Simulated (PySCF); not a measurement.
## Radial density of As (arsenic, neutral)

UHF, [Ar] 3d10 4s1 4p3 5s1, high-spin 6S determinant (an excited configuration). Computed with PySCF 2.14 in dyall-av3z (24s17p11d2f, 144 functions), with scalar relativity by spin-free X2C-1e.

```json
{"r (bohr)": "0.000798", "4πr²ρ (e/bohr)": "0.3151", "4πr²(ρα − ρβ)": "0.0002"}
{"r (bohr)": "0.00134", "4πr²ρ (e/bohr)": "0.7872", "4πr²(ρα − ρβ)": "0.0006"}
{"r (bohr)": "0.00226", "4πr²ρ (e/bohr)": "1.926", "4πr²(ρα − ρβ)": "0.0014"}
{"r (bohr)": "0.00380", "4πr²ρ (e/bohr)": "4.542", "4πr²(ρα − ρβ)": "0.0033"}
{"r (bohr)": "0.00639", "4πr²ρ (e/bohr)": "10.06", "4πr²(ρα − ρβ)": "0.0072"}
{"r (bohr)": "0.0107", "4πr²ρ (e/bohr)": "19.99", "4πr²(ρα − ρβ)": "0.0142"}
{"r (bohr)": "0.0181", "4πr²ρ (e/bohr)": "33.08", "4πr²(ρα − ρβ)": "0.0229"}
{"r (bohr)": "0.0304", "4πr²ρ (e/bohr)": "40.77", "4πr²(ρα − ρβ)": "0.0291"}
{"r (bohr)": "0.0511", "4πr²ρ (e/bohr)": "35.30", "4πr²(ρα − ρβ)": "0.0447"}
{"r (bohr)": "0.0860", "4πr²ρ (e/bohr)": "35.88", "4πr²(ρα − ρβ)": "0.1181"}
{"r (bohr)": "0.145", "4πr²ρ (e/bohr)": "47.75", "4πr²(ρα − ρβ)": "0.1184"}
{"r (bohr)": "0.243", "4πr²ρ (e/bohr)": "29.60", "4πr²(ρα − ρβ)": "-0.0486"}
{"r (bohr)": "0.409", "4πr²ρ (e/bohr)": "28.66", "4πr²(ρα − ρβ)": "0.3147"}
{"r (bohr)": "0.688", "4πr²ρ (e/bohr)": "23.10", "4πr²(ρα − ρβ)": "-0.0323"}
{"r (bohr)": "1.16", "4πr²ρ (e/bohr)": "5.276", "4πr²(ρα − ρβ)": "1.0560"}
{"r (bohr)": "1.95", "4πr²ρ (e/bohr)": "2.373", "4πr²(ρα − ρβ)": "2.2119"}
{"r (bohr)": "3.28", "4πr²ρ (e/bohr)": "0.6881", "4πr²(ρα − ρβ)": "0.6874"}
{"r (bohr)": "5.51", "4πr²ρ (e/bohr)": "0.2587", "4πr²(ρα − ρβ)": "0.2587"}
{"r (bohr)": "9.27", "4πr²ρ (e/bohr)": "0.03044", "4πr²(ρα − ρβ)": "0.0304"}
```

Densities and radii are taken from the X2C orbitals without a picture-change correction, which distorts them close to the nucleus.

The outer electron is Rydberg-like, and this basis confines it to a smaller radius and binds it less than a complete one would.

Task: Where is the radial spin density 4πr²(ρα − ρβ) most negative, and why is it negative at all?

Result: Around r = 0.243 bohr, down to -0.0486 e/bohr: exchange with the open shell polarises the paired shells in an unrestricted calculation.
